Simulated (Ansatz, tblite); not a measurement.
Cost and result up the ladder for the cluster W₂S₄⁻ (6 atoms). Total charge -1; doublet. Geometry: PBE-D4/def2-SVPD.

```xyz
6

W    -0.3957    0.5755    0.9949
W     0.6412    0.0288   -1.0339
S    -1.3784   -1.0752    2.0658
S    -1.3058    1.3939   -1.0436
S     0.5182   -2.0771   -1.6568
S     1.9205    1.1541    0.6736
```

Ansatz on 4 threads of Arm Neoverse V2 on a shared host; xTB runs through tblite on one thread. Times are rough, summed over both states, and most runs start from the orbitals of an earlier one. No level here is sound enough to serve as a yardstick. The other state is a triplet.

In the def2 sets W takes a core potential; there is no spin–orbit coupling. The xTB rows come from tblite. The structure comes from a short search, and lower isomers may exist.

Raw xTB energies of ions are shifted by several eV, and xTB has no spin-polarisation term.

```tsv
level	functions	wall time
GFN1-xTB	54	0.015 s
GFN2-xTB	54	0.029 s
PBE-D4/def2-TZVPD	270	24 s
r2SCAN-D4/def2-TZVPD	270	62 s
PBE0-D4/def2-TZVPD (with forces)	270	1.9 min
```

Task: Estimate what each level gives for the vertical IE (eV).

Result: 
```
                           level  vertical IE (eV)                                     remarks
                        GFN1-xTB              7.77                                           –
                        GFN2-xTB              9.23                                           –
               PBE-D4/def2-TZVPD              3.15                                           –
            r2SCAN-D4/def2-TZVPD              3.17  spin-contaminated (⟨S²⟩ 0.94) (-1 doublet)
PBE0-D4/def2-TZVPD (with forces)              3.28  spin-contaminated (⟨S²⟩ 0.90) (-1 doublet)
```
